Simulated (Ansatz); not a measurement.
Isolated molecules relaxed with PBE0-D4/def2-TZVP in Ansatz; ΔE leaves out vibrations. CCSD(T)/CBS adds triple-zeta CCSD(T) − MP2 to the extrapolated MP2 energy (def2 sets, frozen cores). This one scheme is used for every species. Functionals use def2-TZVPP. One conformer a species, not always the lowest.

`CCBNC` + HCl → `CNBCl` + `CC`  (ligand exchange at a B–C bond)

Is it downhill or uphill in electronic energy at CCSD(T)/CBS, and by how much? (Best estimate.)

Ansatz gave: Downhill: ΔE = -92.5 kJ/mol.

What do these levels give: r2SCAN-D4, ωB97M-V, B2PLYP, MP2/def2-TZVPP, HF/def2-QZVPP, MP2/def2-QZVPP? (Best estimate.)

The calculation gave: r2SCAN-D4 -97.7, ωB97M-V -93.9, B2PLYP -99.7, MP2/def2-TZVPP -96.4, HF/def2-QZVPP -106.8, MP2/def2-QZVPP -96.3 kJ/mol.

Largest T1 diagnostic among the species: 0.011.

In def2-TZVPP, CCSD(T) changes the Hartree–Fock value by +15.1 kJ/mol (the triples alone add +0.6 kJ/mol) and MP2 by +11.0 kJ/mol. The D4 term adds +4.9 kJ/mol with B3LYP and +3.0 kJ/mol with PBE0; it sums over pairs of atoms, weighted by their polarisabilities, and B3LYP, whose exchange is more repulsive, gets the larger term.

B3LYP here is the variant with VWN-RPA as its local correlation; programs differ in this.
